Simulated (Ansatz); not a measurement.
Gas-phase electronic energies from Ansatz, PBE0-D4/def2-TZVP geometries. CCSD(T)/CBS is the MP2 limit (def2-TZVPP, def2-QZVPP) plus CCSD(T) − MP2 in def2-TZVPP, frozen cores. Functionals use def2-TZVPP. For Ge outer-core shells are correlated without core-valence functions, which leaves a few kJ/mol of doubt a bond. Scalar relativity is left out up to krypton. One conformer a species, not always the lowest.

`O[SiH2]O[SiH](O)O` + `F[Si](F)(F)[GeH3]` → `O[SiH](O)[Si](F)(F)F` + `O[SiH2][O][GeH3]`  (redistribution)

`O[SiH2]O[SiH](O)O`:

Z-matrix (Å, degrees):
```
Si
O 1 1.620
O 1 1.657 2 106.2
H 1 1.485 2 111.1 3 -118.7
H 1 1.481 2 109.1 3 119.0
Si 2 1.643 1 139.9 3 6.5
H 3 0.958 1 118.5 2 -148.3
O 6 1.633 2 108.2 1 -17.6
O 6 1.626 2 111.4 1 -138.7
H 6 1.471 2 108.4 1 105.6
H 8 0.964 6 115.0 2 17.7
H 9 0.958 6 117.7 2 79.2
```

`F[Si](F)(F)[GeH3]`:

Cartesian coordinates in Å:
```
F -2.128 0.776 0.211
Si -0.860 0.394 -0.653
F -0.442 1.690 -1.457
F -1.331 -0.678 -1.716
Ge 0.909 -0.417 0.690
H 1.302 0.662 1.706
H 2.107 -0.749 -0.206
H 0.443 -1.678 1.425
```

`O[SiH](O)[Si](F)(F)F`:

```xyz
10

O    -0.481   -1.112   -1.499
Si   -0.380    0.248   -0.603
O    -1.837    0.617    0.057
Si    1.155   -0.305    1.075
F     2.599   -0.604    0.500
F     1.313    0.904    2.088
F     0.724   -1.564    1.927
H    -1.086   -1.142   -2.241
H     0.092    1.421   -1.393
H    -2.100    1.538    0.090
```

`O[SiH2][O][GeH3]`:

Z-matrix (Å, degrees):
```
Si
O 1 1.628
O 1 1.644 2 112.9
H 1 1.482 2 110.8 3 -116.3
H 1 1.484 2 106.1 3 121.5
Ge 2 1.779 1 133.2 3 63.6
H 3 0.958 1 117.7 2 70.5
H 6 1.538 2 108.6 1 31.5
H 6 1.536 2 108.0 1 -89.1
H 6 1.533 2 105.7 1 151.5
```

```json
{"level": "B2PLYP", "ΔE (kcal/mol)": "31.9"}
{"level": "MP2/def2-TZVPP", "ΔE (kcal/mol)": "32.7"}
{"level": "SCS-MP2/def2-TZVPP", "ΔE (kcal/mol)": "31.2"}
{"level": "HF/def2-QZVPP", "ΔE (kcal/mol)": "31.4"}
```

What does CCSD(T)/CBS give? (An estimate is asked.)

The calculation gave: +33.2 kcal/mol. The listed levels differ from it by -1.3, -0.5, -2.0, -1.8 kcal/mol.

Largest T1 diagnostic among the species: 0.012.

In def2-TZVPP, CCSD(T) changes the Hartree–Fock value by +1.1 kcal/mol (the triples alone add −0.1 kcal/mol) and MP2 by +1.4 kcal/mol. From PBE to PBE0 (25 % exact exchange), in def2-TZVPP and without D4, ΔE moves by +1.5 kcal/mol.
